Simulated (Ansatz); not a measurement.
One change: `[OH][SnH2][SH]` becomes `[SiH3][SnH2][SH]`.

Ansatz, PBE0-D4/def2-TZVP geometries, multiplicity 1. Each molecule was computed in one conformer, which needn't be the lowest.

Elements past krypton have def2 core potentials.

```csv
property,`[OH][SnH2][SH]`
"ideal-gas entropy at 298 K and 1 bar (rigid rotor, harmonic PBE0-D4/def2-TZVP) / J/(mol·K)",332
LUMO energy (PBE/def2-TZVPP) / eV,-1.55
HOMO–LUMO gap (ωB97M-V/def2-TZVPP) / eV,10.86
size of the dipole moment (PBE/def2-TZVPP) / D,0.50
HOMO–LUMO gap (PBE/def2-TZVPP) / eV,4.76
LUMO energy (PBE0/def2-TZVPP) / eV,-0.64
```

What does the change do to each property? (Best estimate.)

The calculation gave: 
```tsv
property	`[SiH3][SnH2][SH]`	shift
ideal-gas entropy at 298 K and 1 bar (rigid rotor, harmonic PBE0-D4/def2-TZVP) / J/(mol·K)	373	41
LUMO energy (PBE/def2-TZVPP) / eV	-1.55	0.00
HOMO–LUMO gap (ωB97M-V/def2-TZVPP) / eV	10.27	-0.59
size of the dipole moment (PBE/def2-TZVPP) / D	1.40	0.90
HOMO–LUMO gap (PBE/def2-TZVPP) / eV	4.42	-0.34
LUMO energy (PBE0/def2-TZVPP) / eV	-0.75	-0.11
```

With PBE0 the HOMO rises by 0.39 eV and the LUMO falls by 0.11 eV, so the gap narrows by about 0.50 eV. PBE moves the HOMO by 0.35 eV and ωB97M-V by 0.41 eV. The zero-point energy changes by 29.0 kJ/mol with +6 modes. Dipoles are sizes alone; their direction can turn. Modes under 60 cm⁻¹, often nearly free rotors, make the harmonic entropy too high.
